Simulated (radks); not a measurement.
Neutral copper, [Ar] 3d10 4s1. Calculated with a radial shooting solver on a logarithmic mesh with Libxc functionals: non-relativistic Kohn-Sham, LDA (Slater exchange, Perdew-Wang correlation), spin-polarised, spherical densities, point nucleus. Every spin shell is full or empty, so the densities are truly spherical. Functionals are evaluated on that one density, not self-consistently. Rank these exchange functionals by their error against the exact value of the orbitals, and give that value: LDA, PBE, revPBE, RPBE, PW86, OPTX, WC, SOGGA, APBE, revTPSS, SCAN, r2SCAN, TASK, MVS.

Answer. Exact: -65.4876 hartree. From best to worst, with 100 (|E| - |E exact|)/|E exact| (equal figures are ties): PBE +0.08, revTPSS -0.27, revPBE +0.30, MVS +0.32, r2SCAN +0.35, RPBE +0.39, WC -0.58, SCAN +0.60, PW86 +0.69, APBE +1.00, OPTX +1.13, SOGGA -2.27, TASK -2.39, LDA -5.60.
